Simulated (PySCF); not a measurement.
An equivalent PySCF input for Kr⁺ (krypton, charge +1), [Ar] 3d10 4s2 4p5, 2P determinant, with scalar relativity through the core potential:

```python
from pyscf import gto, scf, dft, mp, cc
import basis_set_exchange as bse
txt = bse.get_basis("cc-pVDZ-PP", elements=["Kr"], fmt="nwchem", header=False)
cut = txt.index("\nECP")
mol = gto.M(atom="Kr 0 0 0", charge=1, spin=1, symmetry="D2h",
            basis=gto.basis.parse(txt[:cut]),
            ecp={"Kr": gto.basis.parse_ecp(txt[cut:])})
mf = dft.UKS(mol, xc="B3LYP")
mf.irrep_nelec = {'Ag': (4, 4), 'B1g': (1, 1), 'B2g': (1, 1), 'B3g': (1, 1), 'B1u': (2, 2), 'B2u': (2, 2), 'B3u': (2, 1)}
mf.kernel()
```

It reaches the same state as the run whose output follows, with an energy that differs only through the grid. The run itself started from symmetry-adapted Hartree-Fock orbitals and held the occupation by maximum overlap, on a logarithmic radial grid, so the iterations belong to that start.

```
SCF conv_tol = 1e-09
number electrons alpha = 13  beta = 12
XC functionals = B3LYP
    P. J. Stephens, F. J. Devlin, C. F. Chabalowski, and M. J. Frisch.,  J. Phys. Chem. 98, 11623 (1994)
cycle= 1 E= -463.106676816289  delta_E= -0.00509  |g|= 0.0165  |ddm|= 0.163
cycle= 2 E= -463.106727407236  delta_E= -5.06e-05  |g|= 0.00334  |ddm|= 0.0145
cycle= 3 E= -463.106729531106  delta_E= -2.12e-06  |g|= 0.000527  |ddm|= 0.00478
cycle= 4 E= -463.106729658242  delta_E= -1.27e-07  |g|= 9.46e-05  |ddm|= 0.00168
cycle= 5 E= -463.106729663062  delta_E= -4.82e-09  |g|= 2.22e-06  |ddm|= 0.000285
cycle= 6 E= -463.106729663069  delta_E= -6.08e-12  |g|= 1.33e-07  |ddm|= 1.33e-05
converged SCF energy = -463.106729663069  <S^2> = 0.75127445  2S+1 = 2.001274
```

Energies and moments cover only the electrons outside the core potential.
